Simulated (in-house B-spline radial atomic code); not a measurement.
The numbers below are computed, except where a source is named.
**Making a Troullier-Martins s channel for Ru, r_c = 3.58 bohr**

Ru, [Kr] 4d7 5s1, non-relativistic PBE, spherical and spin-unpolarised, from an all-electron radial atomic-structure program (B-spline basis) (atomic units). The all-electron 5s level is ε = -0.143242 hartree, its outermost node lies just inside 1.29 bohr and its outer maximum at 2.85 bohr.

Inside r_c the pseudo-orbital is u(r) = r^1 exp(p(r)), with p = c0 + c2 r² + c4 r⁴ + … + c12 r¹². The seven coefficients follow from p and its first four derivatives at r_c, from zero curvature of the screened potential at the origin, c4 = −c2²/(2l + 5), and from the norm inside r_c. At r_c the all-electron orbital has P = 0.5354616, P' = -0.1155149, the screened potential V = -0.2177465, V' = 0.1355694, V'' = -0.1199072, and the norm inside is Q = 0.5789703.

What are p, p' and p'' at r_c?

p = ln(P/r_c^1) = ln(0.5354616/3.58) = -1.89999. p' = P'/P − 1/r_c = -0.21573 − 0.27933 = -0.49506. The radial equation gives p'' = 2(V − ε) − 2(1) p'/r_c − p'² = -0.14901 − (-0.27657) − 0.24508 = -0.11752. Differentiating, p''' = 2V' + 2(1)p'/r_c² − 2(1)p''/r_c − 2p'p'' = 0.14318, and p'''' = 2V'' − 4(1)p'/r_c³ + 4(1)p''/r_c² − 2(1)p'''/r_c − 2p''² − 2p'p''' = -0.19918.

For a trial c2 the five matching conditions are linear in c0, c6, c8, c10 and c12, and c2 is varied until the norm inside r_c equals Q. The root nearest zero gives:

```csv
n,c_n
0,-1.896562
2,0.1426277
4,-0.004068535
6,-0.003230401
8,0.0003908187
10,-1.818542e-05
12,3.116857e-07
```

Check c4 and p(r_c), and find the screened pseudopotential at the origin.

−c2²/5 = -0.00406854, as listed. The terms c_n r_c^n are -1.89656, 1.82797, -0.66830, -6.80071, 10.54483, -6.28860, 1.38138, which sum to -1.89999. Inverting the radial equation, V_l(r) = ε + 1 p'/r + (p'' + p'²)/2, so V_l(0) = ε + (2l + 3) c2 = -0.143242 + 3 × (0.142628) = 0.2846 hartree, finite where the all-electron potential diverges.

Orbitals and screened potentials:

```csv
r (bohr),P,u,V all-electron,V pseudo
0.358,0.1432,0.05472,-41.1,0.2835
0.895,-0.2468,0.15,-6.703,0.2427
1.432,0.1248,0.277,-2.103,0.05915
1.969,0.4385,0.4308,-0.9031,-0.2666
2.506,0.5679,0.5525,-0.4916,-0.471
3.043,0.5811,0.5799,-0.313,-0.3614
3.58,0.5355,0.5355,-0.2177,-0.2177
```

Logarithmic derivatives P'/P at R = 3.88 bohr, for energies E around ε:

| E − ε (hartree) | all-electron | pseudo |
| --- | --- | --- |
| -0.5 | 0.87687 | 0.870683 |
| -0.25 | 0.502864 | 0.497872 |
| -0.1 | 0.138792 | 0.136728 |
| 0 | -0.266928 | -0.266927 |
| 0.1 | -1.07977 | -1.09532 |
| 0.25 | -28.6288 | 243.68 |
| 0.5 | 1.66137 | 1.29298 |

With P(R) = 0.49789 and a norm of 0.6592261 inside R, what slope in energy does norm conservation fix?

d(P'/P)/dE = −2 × (norm inside R)/P(R)² = -5.3186 per hartree·bohr at E = ε, for both atoms, since orbital and norm agree at R. Differences over ±0.1 hartree give -6.0928 (all-electron) and -6.1602 (pseudo), which also hold third-order terms. Half a hartree below ε the two curves differ by -0.0062.
